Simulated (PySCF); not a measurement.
`C=C/C(C#N)=C/[S@](C)=O`, C6H7NOS

Geometry:
```csv
atom,x (Å),y (Å),z (Å)
C1,-2.924,-0.854,-0.455
C2,-1.865,-0.859,0.347
C3,-0.726,0.039,0.196
C4,-0.753,0.960,-0.883
N5,-0.767,1.693,-1.764
C6,0.342,0.018,1.010
S7,1.714,1.198,0.890
C8,2.525,0.310,-0.521
O9,2.539,0.928,2.064
H10,-3.005,-0.173,-1.285
H11,-3.745,-1.532,-0.303
H12,-1.796,-1.547,1.179
H13,0.404,-0.648,1.857
H14,2.700,-0.725,-0.250
H15,1.882,0.390,-1.390
H16,3.470,0.810,-0.704
```

The calculation used PySCF 2.14.0, GIAO B97-2/pcSseg-1 magnetisability, rotational g tensor and spin-rotation constants, non-relativistic, gas phase. Geometry: GFN2-xTB.

Q: Give the nuclear spin-rotation constants along the inertial axes (H = +C I·J) beside the isotropic shieldings.

A: Rotational constants 2.7030, 0.8414, 0.7147 GHz. A star marks the isotopologue with that one atom substituted, in its own axes.
```
atom  isotope  Caa (kHz)  Cbb (kHz)  Ccc (kHz)  mean (kHz)  σ (ppm)
  N5      14N      0.594      0.058      0.162       0.271    -64.3
 H10       1H     -0.225      0.067     -0.082      -0.080     25.5
 H11       1H      0.077     -0.035     -0.081      -0.013     25.9
 H12       1H     -0.265      0.079     -0.082      -0.089     25.4
 H13       1H     -0.249      0.099     -0.095      -0.082     24.3
 H14       1H     -0.335     -0.036     -0.010      -0.127     28.9
 H15       1H     -0.066     -0.049     -0.076      -0.064     29.3
 H16       1H     -0.007     -0.062     -0.077      -0.049     29.1
  C1     13C*      0.981      0.355      0.098       0.478     58.3
  C2     13C*      0.931      0.385      0.113       0.477     50.3
  C3     13C*      0.819      0.363      0.111       0.431     66.6
  C4     13C*      1.184      0.005      0.305       0.498     70.6
  C6     13C*      1.071      0.436      0.175       0.561      7.9
  S7     33S*      0.996      0.330      0.336       0.554    169.1
  C8     13C*      0.528      0.176      0.111       0.272    138.5
  O9     17O*     -0.389     -0.042     -0.050      -0.161    289.8
```
For the geometry as given, no vibrational averaging.
